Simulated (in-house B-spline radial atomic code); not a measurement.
Radial electron density of Nd3+, [Xe] 4f2 6d1. All numbers are computed (scalar-relativistic (X2C) CAM-B3LYP, spin-polarised, spherical fractional occupations, exact exchange averaged over the configuration; Fermi nucleus of rms radius 4.9123 fm) with a radial B-spline atomic code at the basis-set limit, not measured.

One-electron X2C: radii and densities carry no picture-change correction, so inner-shell <1/r> comes out high (for 1s by about 2 % at Z = 33, 5 % at 54, 10 % at 75, 30 % at 118) and <r> low.

Columns: r (bohr), 4πr²n(r) (electrons per bohr), bar.

```
0.000665    2.615 #
0.000838    3.713 ##
 0.00106    5.278 ##
 0.00133    7.369 ###
 0.00167    10.22 ####
 0.00211    14.17 ######
 0.00265    19.25 ########
 0.00334    25.86 ###########
 0.00421    34.07 ##############
 0.00529    43.63 ###################
 0.00667    54.32 #######################
 0.00839    64.91 ############################
  0.0106    74.07 ###############################
  0.0133    79.55 ##################################
  0.0168    80.24 ##################################
  0.0211    76.35 ################################
  0.0266    70.91 ##############################
  0.0335    69.59 ##############################
  0.0421    76.97 #################################
   0.053    91.64 #######################################
  0.0668    103.6 ############################################
  0.0841    101.2 ###########################################
   0.106    86.31 #####################################
   0.133    77.04 #################################
   0.168    84.39 ####################################
   0.211    90.81 #######################################
   0.266    73.11 ###############################
   0.335    43.94 ###################
   0.422    34.15 ###############
   0.531     39.9 #################
   0.669    35.71 ###############
   0.843    21.56 #########
    1.06     12.5 #####
    1.34    9.422 ####
    1.68    6.426 ###
    2.12    2.779 #
    2.67   0.7025 
    3.36   0.2186 
    4.23   0.2925 
    5.32   0.2631 
     6.7   0.1077 
    8.44  0.01871 
    10.6 0.001242 
    13.4 2.082e-05 
    16.9 9.56e-08
```

On this grid the curve has 5 maxima, near 0.0168, 0.0668, 0.211, 0.531, 4.23 bohr.

The 4f up radial function P(r) = rR(r), positive near the nucleus:

| r (bohr) | P |
| --- | --- |
| 0.0335 | 0.001703 |
| 0.053 | 0.008046 |
| 0.0841 | 0.034 |
| 0.133 | 0.1198 |
| 0.211 | 0.3378 |
| 0.335 | 0.7082 |
| 0.531 | 1.029 |
| 0.843 | 0.9823 |
| 1.34 | 0.6028 |
| 2.12 | 0.2207 |
| 3.36 | 0.03722 |
| 5.32 | 0.001766 |
